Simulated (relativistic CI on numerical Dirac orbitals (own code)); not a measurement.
**Nd³⁺: 5p photoemission**

Computed with this model: Dirac-Coulomb-Breit CI, separate exchange-only KLI orbitals for each configuration, a model potential for QED, valence Slater integrals scaled by 0.8, multiplet model of photoemission in the sudden approximation; configurations [Xe] 4f3 → [Kr] 4d10 4f3 5s2 5p5; 300 K; Lorentzian 0.42 eV and Gaussian 0.5 eV FWHM. Energies are those of the free ion, without screening or charge transfer. The energies are binding energies and can lie tens of eV above those of solids. S is read from ⟨S²⟩ = S(S + 1).

Computed curve for free ion, scaled to 100 at the maximum (points under 2 are left out and the grid is thinned):

Energy (eV), Intensity and a bar:
```
     49.2        2.2 
     49.4        2.6 
     49.7        3.7 
     49.9        4.8 #
     50.2        8.5 ##
     50.4       14.2 ####
     50.6       25.8 ########
     50.9       50.8 ################
     51.1       59.0 ##################
     51.3       58.4 ##################
     51.6       68.9 #####################
     51.8       89.2 ############################
     52.1       95.9 ##############################
     52.3       73.0 #######################
     52.5       47.0 ##############
     52.8       23.7 #######
     53.0       17.1 #####
     53.3       13.8 ####
     53.5       13.9 ####
     53.7       13.8 ####
     54.0       11.3 ###
     54.2        9.6 ##
     54.4        8.9 ##
     54.7       10.4 ###
     54.9       14.0 ####
     55.2       27.1 ########
     55.4       37.5 ###########
     55.6       41.2 ############
     55.9       31.3 #########
     56.1       25.1 #######
     56.4       23.9 #######
     56.6       25.9 ########
     56.8       26.5 ########
     57.1       18.7 #####
     57.3       12.2 ###
     57.5        8.6 ##
     57.8        6.5 #
     58.0        5.1 #
     58.3        3.0 
     58.5        2.1
```

The ground state has S = 1.48, and the centroid lies at 53.18 eV.
